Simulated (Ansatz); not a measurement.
Reaction (redistribution): `[F][W]([F])([F])(=[S])[Cl]` + `[NH]=[W](=[NH])([NH2])[OH]` → `[OH][W]([F])([F])(=[S])[Cl]` + `[NH]=[W](=[NH])([NH2])[F]`

Isolated molecules relaxed with PBE0-D4/def2-TZVP in Ansatz; ΔE leaves out vibrations. CCSD(T)/CBS is the MP2 limit (def2-TZVPP, def2-QZVPP) plus CCSD(T) − MP2 in def2-TZVPP, frozen cores. Functionals use def2-TZVPP. Elements past krypton have def2 core potentials. For W outer-core shells are correlated without core-valence functions, which leaves a few kJ/mol of doubt a bond. One conformer a species, not always the lowest.

(1) Is it downhill or uphill in electronic energy at CCSD(T)/CBS, and by how much? (Best estimate.)

(2) What do these levels give: BLYP-D4, B97M-V, r2SCAN0-D4, ωB97X-V, BHLYP, CAM-B3LYP, MP2/def2-SVP, CCSD/def2-SVP, MP2/def2-TZVPP, SCS-MP2/def2-TZVPP, CCSD/def2-TZVPP, HF/CBS(def2)? (An estimate is asked.)

Largest T1 diagnostic among the species: 0.022, so the coupled-cluster value is less sure than usual.

## Answers

(1) Computed: Uphill: ΔE = +46.7 kJ/mol.

(2) Ansatz gave: BLYP-D4 50.4, B97M-V 55.1, r2SCAN0-D4 56.4, ωB97X-V 56.1, BHLYP 57.8, CAM-B3LYP 56.3, MP2/def2-SVP 43.3, CCSD/def2-SVP 53.9, MP2/def2-TZVPP 41.0, SCS-MP2/def2-TZVPP 41.8, CCSD/def2-TZVPP 52.7, HF/CBS(def2) 65.8 kJ/mol.

From BLYP to BHLYP (50 % exact exchange), in def2-TZVPP and without D4, ΔE moves by +7.0 kJ/mol. Leaving LDA and LC-ωPBE aside and taking each functional with its dispersion term where it has one, the values, not all of them listed here, spread over 9.9 kJ/mol, from B2PLYP to BHLYP-D4.
